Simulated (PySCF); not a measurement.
All of these have the formula C4H8O2S. Method: PySCF 2.14.0, density-fitted response routines, TDDFT PBE0/def2-SVPD, vertical, gas phase, core orbitals frozen in the response. Geometries: GFN2-xTB; one conformer of each isolated species. Triplets are in the Tamm–Dancoff approximation.

A. `C1(OCCO1)SC`
B. `C/C=C/S(C)(=O)=O`
C. `C=CS(=O)(=O)CC`

Lowest singlet levels (six at most, fewer where fewer were computed) with oscillator strengths:

1. 222 nm (f 0.002); 201 nm (f 0.002); 185 nm (f 0.003); 179 nm (f 0.025); 165 nm (f 0.312); 161 nm (f 0.026); T1 4.38 eV
2. 230 nm (f 0.001); 205 nm (f 0.027); 195 nm (f 0.011); 183 nm (f 0.017); 179 nm (f 0.007); 178 nm (f 0.025); T1 4.91 eV
3. 205 nm (f 0.006); 193 nm (f 0.024); 177 nm (f 0.071); 170 nm (f 0.229); 168 nm (f 0.177); 164 nm (f 0.012); T1 4.41 eV

Question: Match each spectrum to its molecule.

Answer: 1 = C, 2 = A, 3 = B.
- A: S1 at 5.39 eV, HOMO→LUMO (90%); Löwdin shares by element: HOMO sulfur 70%, carbon 16% or more; LUMO sulfur 47%, carbon 24% or more (atoms not listed hold the other 29%); HOMO -6.47 and LUMO 0.49 eV.
- B: S1 at 6.05 eV, HOMO→LUMO (70%), HOMO-1→LUMO (25%); Löwdin shares by element: HOMO oxygen 46%, carbon 32% or more (atoms not listed hold the other 22%); LUMO carbon 69% or more, sulfur 8% (atoms not listed hold the other 23%); HOMO -8.26 and LUMO -0.91 eV.
- C: S1 at 5.58 eV, HOMO→LUMO (98%); Löwdin shares by element: HOMO oxygen 52%, carbon 12% or more, sulfur 12% (atoms not listed hold the other 24%); LUMO carbon 68% or more, sulfur 8%, hydrogen 6% or more (atoms not listed hold the other 19%); HOMO -8.27 and LUMO -1.31 eV.

Without π bonds the low states may be Rydberg-like; a valence basis with one diffuse set may place them up to an eV too high.
